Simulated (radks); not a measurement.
All-electron atom: Ir II in [Xe] 4f14 5d7 6s1 (the NIST ground configuration). Calculated with a radial shooting solver on a logarithmic mesh with Libxc functionals: Dirac Kohn-Sham, PBE, spin-unpolarised, spherical densities, finite nucleus; open shells fill j = l - 1/2 first; Fermi nuclear charge, rms radius 5.4032 fm.

Spin-orbit splittings of the eigenvalues, e(l+1/2) - e(l-1/2), with zeta = 2 splitting/(2l+1) and mean radii in bohr:

shell  occ.  splitting (eV)  zeta (eV)  <r> j=l-1/2  <r> j=l+1/2
2p        6            1627       1085      0.06017      0.06848
3p        6           356.3      237.6       0.1801       0.1954
3d       10           77.01      30.80       0.1705       0.1752
4p        6           84.27      56.18       0.4267       0.4604
4d       10           15.64      6.258       0.4719       0.4832
4f       14           3.119     0.8911       0.5315       0.5392
5p        6           13.54      9.029        1.066        1.165
5d        7           1.258     0.5031        1.638        1.704
